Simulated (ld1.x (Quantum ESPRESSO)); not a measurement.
## Before and after: PAW potential for aluminium (Al)

ld1.x (Quantum ESPRESSO) 7.5 input, shortened:

```
&input
   title='Al', zed=13., rel=1, dft='PBE', iswitch=3,
   config='[Ne] 3s1 3p2 3d-2'
 /
 &inputp
   pseudotype=3, lpaw=.true., tm=.true., lloc=-1, rcloc=2.15,
   nlcc=.true., new_core_ps=.true., rcore=1.00,
   which_augfun='PSQ', rmatch_augfun=1.25
 /
5
3S  1  0   1.00   0.00  1.20  1.65  0.0
3S  1  0   0.00  -0.25  1.20  1.65  0.0
3P  2  1   2.00   0.00  2.55  2.70  0.0
3P  2  1   0.00   1.00  2.55  2.70  0.0
3D  3  2  -2.00   0.30  2.30  2.75  0.0
 &test
   configts(1)='3s1 3p2'
 /
```

Change: reference 3s2 3p0.

Cutoffs: the cutoffs (Ry, on a coarse ladder) from which the occupation-weighted sum of valence levels, in a spherical-Bessel basis at the reference potential, stays within 10 and 1 mRy of its value at 400 Ry; they do not see the model core or the augmentation charge, which bear on the density cutoff. Errors are all-electron minus pseudo energies relative to the spin-unpolarised reference configuration.

What does the change do?

The potential gets harder (8 Ry and 15 Ry → 10 Ry and 15 Ry); neither file shows a bound ghost.

```tsv
quantity	base	changed
cutoff, loose	8 Ry	10 Ry
cutoff, tight	15 Ry	15 Ry
bound ghosts	none	none
largest error over its own tests, meV	-11	-13
s: phases at 3.02 bohr within 0.05 rad from the reference energy up to (Ry; the scan ends near 5)	1.4	0.6
p: phases at 3.02 bohr within 0.05 rad from the reference energy up to (Ry; the scan ends near 5)	2.7	2.3
d: phases at 3.02 bohr within 0.05 rad from the reference energy up to (Ry; the scan ends near 5)	2.5	2.1
lowest overlap eigenvalue by channel	s 0.56, p 0.81, d 1.00	s 0.56, p 0.74, d 1.00
```
